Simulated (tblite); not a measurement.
Compound: C2H12N2Si2.
Atom-mapped SMILES: `[CH3:1][NH:2][Si@@:3]([CH3:4])([NH2:5])[SiH3:6]` (hydrogens: H7, H8, H9 on C1; H10 on N2; H11, H12, H13 on C4; H14, H15 on N5; H16, H17, H18 on Si6)

A start from a force field or distance geometry was refined with tblite, GFN2-xTB geometry optimisation, gas phase. Values at the start:

```tsv
coordinate	start
C1–N2	1.454 Å
C1–H7	1.115 Å
N2–Si3	1.763 Å
N2–H10	1.068 Å
Si3–C4	1.887 Å
Si3–N5	1.804 Å
Si3–Si6	2.228 Å
C4–H11	1.124 Å
N5–H14	1.031 Å
Si6–H16	1.476 Å
C1–N2–Si3	114.1°
N2–Si3–C4	112.4°
N2–Si3–N5	107.1°
N2–Si3–Si6	110.1°
C4–Si3–N5	109.2°
C4–Si3–Si6	106.7°
N5–Si3–Si6	111.4°
C1–N2–Si3–C4	100°
```

Problem. How do these coordinates change at the GFN2-xTB level?

Solution. 
```json
{"coordinate": "Si3–Si6", "GFN2-xTB (Å or °)": "2.317", "change": "+0.089"}
{"coordinate": "Si3–N5", "GFN2-xTB (Å or °)": "1.737", "change": "-0.067"}
{"coordinate": "N2–H10", "GFN2-xTB (Å or °)": "1.010", "change": "-0.058"}
{"coordinate": "C4–H11", "GFN2-xTB (Å or °)": "1.086", "change": "-0.038"}
{"coordinate": "N2–Si3", "GFN2-xTB (Å or °)": "1.730", "change": "-0.033"}
{"coordinate": "Si3–C4", "GFN2-xTB (Å or °)": "1.915", "change": "+0.028"}
{"coordinate": "N5–H14", "GFN2-xTB (Å or °)": "1.006", "change": "-0.025"}
{"coordinate": "C1–H7", "GFN2-xTB (Å or °)": "1.097", "change": "-0.018"}
{"coordinate": "C1–N2", "GFN2-xTB (Å or °)": "1.441", "change": "-0.013"}
{"coordinate": "Si6–H16", "GFN2-xTB (Å or °)": "1.471", "change": "-0.005"}
{"coordinate": "C1–N2–Si3", "GFN2-xTB (Å or °)": "123.6", "change": "+9.5"}
{"coordinate": "N5–Si3–Si6", "GFN2-xTB (Å or °)": "118.0", "change": "+6.6"}
{"coordinate": "N2–Si3–N5", "GFN2-xTB (Å or °)": "100.9", "change": "-6.2"}
{"coordinate": "C4–Si3–N5", "GFN2-xTB (Å or °)": "103.9", "change": "-5.3"}
{"coordinate": "C4–Si3–Si6", "GFN2-xTB (Å or °)": "111.2", "change": "+4.5"}
{"coordinate": "N2–Si3–C4", "GFN2-xTB (Å or °)": "115.4", "change": "+3.0"}
{"coordinate": "N2–Si3–Si6", "GFN2-xTB (Å or °)": "107.5", "change": "-2.6"}
{"coordinate": "C1–N2–Si3–C4", "GFN2-xTB (Å or °)": "69", "change": "-31"}
```

The energy falls by 19.2 kcal/mol over 142 L-BFGS steps, the largest force on an atom goes from 1.93 to 0.007 eV/Å, and the atoms move by 0.486 Å rms after alignment. The bond that changes most is Si3–Si6 (four-coordinate silicon to SiH3 silicon), which lengthens by 0.089 Å. Bonds longer at the end by more than 0.005 Å: 2 of 17; shorter: 13. Among the dihedrals that turn most is H9–C1–N2–H10, from 16° to -57°. Rotational constants go from 2050, 1957, 1491 to 2024, 1831, 1384 MHz.

The run took 1.7 s wall on Arm Neoverse N1, one thread, shared host with 64 logical CPUs at a one-minute load of 61.

Its GFN2-xTB frequencies are all real (lowest 50 cm⁻¹). The numbers are those of one conformer.

These are computed values.
